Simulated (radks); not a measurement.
Re, 75 electrons, occupied as [Xe] 4f14 5d5 6s2 (the NIST ground configuration).

Calculated with a radial shooting solver on a logarithmic mesh with Libxc functionals: scalar-relativistic Kohn-Sham, PBE, spin-polarised, spherical densities, finite nucleus; open shells are filled with parallel spins first (spin-orbit coupling, left out, can overturn this in heavy ions); Fermi nuclear charge, rms radius 5.3698 fm.

Energy parts (hartree):
part                       energy
total                 -16689.5699
kinetic                18436.0340
electron-nucleus      -41308.3965
Hartree                 6513.2964
exchange-correlation    -330.5039

Orbitals (lengths in bohr, moments of r in powers of bohr):
orbital  occ.  eigenvalue (hartree)   <1/r>      <r^2>
1s up       1             -2632.572   88.72  0.0004480
1s down     1             -2632.572   88.72  0.0004480
2s up       1             -456.4549   20.76   0.006877
2s down     1             -456.4463   20.76   0.006877
2p up       3             -398.4391   18.75   0.005708
2p down     3             -398.4323   18.75   0.005708
3s up       1             -105.6645   7.691    0.04457
3s down     1             -105.6620   7.691    0.04457
3p up       3             -88.54927   7.086    0.04540
3p down     3             -88.54639   7.086    0.04539
3d up       5             -69.12029   6.690    0.03764
3d down     5             -69.11461   6.690    0.03764
4s up       1             -22.03825   3.274     0.2191
4s down     1             -22.03057   3.273     0.2191
4p up       3             -16.42219   2.971     0.2497
4p down     3             -16.41510   2.971     0.2497
4d up       5              -9.36881   2.647     0.2897
4d down     5              -9.36042   2.648     0.2893
4f up       7              -1.54430   2.159     0.4234
4f down     7              -1.52762   2.168     0.4152
5s up       1              -3.14889   1.288      1.214
5s down     1              -3.07414   1.300      1.196
5p up       3              -1.75661   1.083      1.669
5p down     3              -1.65858   1.096      1.642
5d up       5              -0.23531  0.6948      4.335
5d down     0              -0.12576  0.6657      5.247
6s up       1              -0.24102  0.4248      10.22
6s down     1              -0.17662  0.3886      12.25

The highest occupied level is 6s down at -4.806 eV. The electron density at the nucleus is 1.649e+06 e/bohr^3 (large components only).
